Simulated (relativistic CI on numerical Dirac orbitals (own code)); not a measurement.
Calculated at this level of theory: Dirac-Coulomb-Breit CI, KLI orbitals optimised for each configuration, model QED, unscaled Slater integrals (own radial code, finite nucleus).

The strongest absorption lines from the ground level of an ion, among the configurations computed and to levels below about 703 eV (vacuum wavelength in Å, gf): 36.877 (3.9), 37.363 (0.56), 37.775 (1.1), 40.181 (2.1), 48.892 (3.6), 53.475 (0.74), 55.286 (1.5), 57.063 (0.77).

(1) Which ion is it?
A. Bi46+
B. Re38+
C. Au44+
D. Au42+

Results:

(1) D. Au42+ has 37 electrons and the ground level 4s2.4p6.4d 2D_3/2; the strongest line goes to 4s2.4p5.4d2 2D°_3/2. The pattern of lines fixes the number of electrons, and along that sequence the line energies rise steadily with the charge (about as its square where n changes within one kind of shell, about linearly where n is kept but much faster in heavy ions where fine structure, which grows about as Z⁴, sets the gap, and irregularly where shells cross), which fixes Z. Configurations outside the model, such as inner-shell arrays, can give stronger lines. At this charge energies of transitions that change n are usually good to better than 1 %, and those within a shell (Δn = 0) to a few per cent.

LS names give the leading component of a level, which can be under half, so a name can repeat, a term be missing and a line seem to break the LS rules.
